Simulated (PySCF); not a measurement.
Isomers of C2H9NO2Si3, one GFN2-xTB conformer each. Single-point energies are computed at PBE0/pcSseg-1 (PySCF, gas phase, no added dispersion term), electronic only.

```tsv
SMILES	GFN2-xTB relative energy (kJ/mol)
N#C[Si@H]([SiH3])OCO[SiH3]	0.0
C=N[Si@H]([SiH3])OC(=O)[SiH3]	57.2
```

Conformers: `[N:1]#[C:2][Si@H:3]([SiH3:4])[O:5][CH2:6][O:7][SiH3:8]` with C2–Si3–O5–C6 67°, Si3–O5–C6–O7 16°, O5–C6–O7–Si8 -167°; `[CH2:1]=[N:2][Si@H:3]([SiH3:4])[O:5][C:6](=[O:7])[SiH3:8]` with C1–N2–Si3–Si4 -104°, N2–Si3–O5–C6 118°, Si3–O5–C6–O7 3°.

Q: What does PBE0/pcSseg-1 give for the same structures?

A: 
```
                       SMILES  PBE0/pcSseg-1 E (Eh)  PBE0/pcSseg-1 (kJ/mol)  GFN2-xTB (kJ/mol)  point group
   N#C[Si@H]([SiH3])OCO[SiH3]           -1154.58512                     0.0                0.0           C1
C=N[Si@H]([SiH3])OC(=O)[SiH3]           -1154.57075                    37.7               57.2           C1
```

Both levels put the same isomer lowest. As drawn, the lower has a C≡N group, which the higher lacks; the higher has a C=O bond, a C=N bond and a C(=O)–O unit, which the lower lacks.

Q: Which frontier levels, dipoles and rotational constants go with these structures?

A: 
```
                       SMILES  HOMO (eV, PBE0/pcSseg-1)  LUMO (eV)  dipole (D)       A, B, C (MHz)
   N#C[Si@H]([SiH3])OCO[SiH3]                     -8.25      -1.09        3.70  1318, 850.3, 749.9
C=N[Si@H]([SiH3])OC(=O)[SiH3]                     -7.34      -1.30        2.71  1731, 755.7, 566.5
```

Q: As an exercise, what shares would exp(−E/RT) give at 2000 K from these electronic energies alone (no entropy, no degeneracies)?

A: RT = 16.629 kJ/mol: N#C[Si@H]([SiH3])OCO[SiH3] 90.6 %, C=N[Si@H]([SiH3])OC(=O)[SiH3] 9.4 %.
